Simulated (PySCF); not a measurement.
Computed with PySCF with PBE-D3(BJ)/def2-TZVP // PBE0-D3(BJ)/def2-SVP. Isolated molecules, 0 K electronic values unless said otherwise. One relaxed conformer stands for a flexible species; it need not be the lowest. Delta-SCF ions had no search for a lower state. Excitations are Tamm–Dancoff values on a coarser integration grid. The basis has no diffuse functions, so Rydberg states are missing or too high.

Reference species (SMILES): `[GeH3][GeH3]` (neutral, multiplicity 1).

HOMO–LUMO gap: 6.62 eV
brightest of the four lowest singlets (TDA): 7.39 eV
vertical ionisation energy (Delta-SCF): 10.12 eV
LUMO: -0.50 eV

Changed species: `[GeH3][GeH2][GeH2][GeH2][GeH2][GeH3]` (n = 6; the reference has n = 2).

What does the change do to the HOMO–LUMO gap, brightest of the four lowest singlets (TDA), vertical ionisation energy (Delta-SCF) and LUMO?

the HOMO–LUMO gap falls by 2.01 eV, to 4.61 eV; the brightest of the four lowest singlets (TDA) falls by 2.15 eV, to 5.24 eV; the vertical ionisation energy (Delta-SCF) drops by 1.94 eV, to 8.18 eV; the LUMO falls by 1.11 eV, to -1.61 eV.
